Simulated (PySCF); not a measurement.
A structure optimised at PBE-D3(BJ)/def2-SVP, used in a PySCF frequency run:

```xyz
14

C     -0.3473    -2.6651     0.0000
C      0.6834    -1.5787     0.0000
C      0.3812    -0.2646     0.0000
O      1.3288     0.7620     0.0000
C      0.5128     1.9707     0.0000
Si    -1.0985     0.9130     0.0000
H     -1.3774    -2.2514     0.0000
H     -0.2523    -3.3256    -0.8898
H     -0.2523    -3.3256     0.8898
H      1.7514    -1.8634     0.0000
H      0.7225     2.5829     0.9029
H      0.7225     2.5829    -0.9029
H     -1.9731     0.9741    -1.2235
H     -1.9731     0.9741     1.2235
```
Charge 0, spin multiplicity 1.

Write its SMILES, formula and point group.

C/C=C1/OC[SiH2]1, C₄H₈OSi, Cs

What are its rotational constants (standard atomic weights)?

5.3583, 2.0391, 1.5331 GHz
